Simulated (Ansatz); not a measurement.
`C[CH](C)[Al]([Cl])[Cl]` + CH₃OH → `C[O][Al]([Cl])[Cl]` + propane  (ligand exchange at the Al–C bond)

Isolated molecules relaxed with PBE0-D4/def2-TZVP in Ansatz; ΔE leaves out vibrations. CBS: MP2 limit from def2 TZ/QZ plus the TZ coupled-cluster correction, frozen cores. This one scheme is used for every species. Functionals use def2-TZVPP. Each species was taken in one conformer, which may not be the lowest.

**Question.** Is it downhill or uphill in electronic energy at CCSD(T)/CBS, and by how much? (Best estimate.)

**Answer.** The calculation gave: Downhill: ΔE = -145.6 kJ/mol.

**Question.** What do these levels give: r2SCAN0-D4, PBE0, r2SCAN0, CCSD/def2-SVP, MP2/CBS(def2), CCSD/CBS(def2)? (Estimate.)

**Answer.** Ansatz gave: r2SCAN0-D4 -148.8, PBE0 -140.7, r2SCAN0 -150.5, CCSD/def2-SVP -154.0, MP2/CBS(def2) -146.5, CCSD/CBS(def2) -149.5 kJ/mol.

Largest T1 diagnostic among the species: 0.010.

From PBE to PBE0 (25 % exact exchange), in def2-TZVPP and without D4, ΔE moves by −4.6 kJ/mol. Leaving LDA and LC-ωPBE aside and taking each functional with its dispersion term where it has one, the values, not all of them listed here, spread over 22.9 kJ/mol, from BHLYP-D4 to revPBE-D4. The D4 term adds +5.9 kJ/mol with B3LYP and +3.6 kJ/mol with PBE0; it sums over pairs of atoms, weighted by their polarisabilities, and B3LYP, whose exchange is more repulsive, gets the larger term.

B3LYP here is the variant with VWN-RPA as its local correlation; programs differ in this.
